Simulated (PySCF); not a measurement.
Magnetisability: SMILES F[C@]1(CF)CC12C=C2, C6H6F2

Geometry (Å), atoms numbered from 1 in this order:
```xyz
14

F    -1.281   -1.353   -1.204
C    -1.746   -0.238   -0.562
C    -0.670    0.340    0.336
F    -1.110    1.543    0.854
C     0.155   -0.540    1.264
C     0.773    0.156    0.105
C     1.980    0.938   -0.250
C     1.714   -0.089   -1.014
H    -2.032    0.491   -1.329
H    -2.626   -0.536    0.019
H     0.344   -0.163    2.259
H    -0.018   -1.606    1.217
H     2.582    1.774    0.008
H     1.935   -0.718   -1.840
```

Theory: GIAO wB97X-D/pcSseg-1 magnetisability, rotational g tensor and spin-rotation constants, non-relativistic, gas phase in PySCF. Geometry: GFN2-xTB.

**Question.** How diamagnetic is it, and how anisotropic?

**Answer.** Isotropic -1119 × 10⁻³⁰ J/T², or -67.4 × 10⁻⁶ cm³/mol; principal values -1268, -1112, -978 × 10⁻³⁰ J/T², anisotropy 251 × 10⁻³⁰ J/T² (root of half the summed squared differences of the principal values). The susceptibility is in cgs units.

**Question.** Split it along the inertial axes a, b, c into diamagnetic and paramagnetic parts about the centre of mass, with the quadrupole moment.

**Answer.** 
| axis | χ (10⁻⁶ cm³/mol) | diamagnetic (10⁻⁶ cm³/mol) | paramagnetic (10⁻⁶ cm³/mol) | summed x² of all electrons (Å²) | quadrupole Θ (D Å) |
| --- | --- | --- | --- | --- | --- |
| a | -60.2 | -500.1 | 439.9 | 124.7 | +5.92 |
| b | -69.4 | -685.7 | 616.3 | 81.0 | -5.84 |
| c | -72.6 | -872.7 | 800.1 | 36.9 | -0.07 |

Anisotropies 2χaa − χbb − χcc = +21.6 and 2χbb − χaa − χcc = -6.1 × 10⁻⁶ cm³/mol. Θ is traceless in Buckingham's convention.

**Question.** And the rotational g tensor?

**Answer.** 
| axis | rotational constant (GHz) | g | nuclear part | electronic part |
| --- | --- | --- | --- | --- |
| a | 2.7359 | -0.0284 | 0.5371 | -0.5654 |
| b | 1.9614 | -0.0054 | 0.5625 | -0.5679 |
| c | 1.4312 | -0.0041 | 0.5338 | -0.5379 |

Asymmetric top; isotopes 12C, 19F, 1H; no vibrational averaging.
